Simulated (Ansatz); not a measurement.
One change: `O=CB[SiH2]F` becomes `O=CBCl`.

Ansatz, PBE0-D4/def2-TZVP geometries, multiplicity 1. Each molecule was computed in one conformer, which needn't be the lowest. `O=CB[SiH2]F` holds a close contact that its SMILES doesn't draw: B···O 1.95 Å.

```
                                                                                  property  `O=CB[SiH2]F`
                                                     HOMO energy (ωB97M-V/def2-TZVPP) / eV         -10.41
ideal-gas entropy at 298 K and 1 bar (rigid rotor, harmonic PBE0-D4/def2-TZVP) / J/(mol·K)            346
                                                       HOMO energy (B3LYP/def2-TZVPP) / eV          -7.96
                                                       HOMO–LUMO gap (PBE/def2-TZVPP) / eV           3.76
                                            size of the dipole moment (PBE/def2-TZVPP) / D           2.02
                                            zero-point energy (PBE0-D4/def2-TZVP) / kJ/mol          132.8
```

Question: Give the same properties after the change, and the shifts. (An estimate is asked.)

Answer: The calculation gave: 
```
                                                                                  property  `O=CBCl`  shift
                                                     HOMO energy (ωB97M-V/def2-TZVPP) / eV     -9.81   0.60
ideal-gas entropy at 298 K and 1 bar (rigid rotor, harmonic PBE0-D4/def2-TZVP) / J/(mol·K)       304    -42
                                                       HOMO energy (B3LYP/def2-TZVPP) / eV     -7.24   0.72
                                                       HOMO–LUMO gap (PBE/def2-TZVPP) / eV      2.38  -1.38
                                            size of the dipole moment (PBE/def2-TZVPP) / D      1.90  -0.12
                                            zero-point energy (PBE0-D4/def2-TZVP) / kJ/mol      83.1  -49.7
```

With PBE0 the HOMO rises by 0.70 eV and the LUMO falls by 0.60 eV, so the gap narrows by about 1.30 eV. PBE moves the HOMO by 0.91 eV and ωB97M-V by 0.60 eV. The zero-point energy changes by -49.7 kJ/mol with -9 modes. Dipoles are sizes alone; their direction can turn. Modes under 60 cm⁻¹, often nearly free rotors, make the harmonic entropy too high.

B3LYP here is the variant with VWN-RPA as its local correlation; programs differ in this.
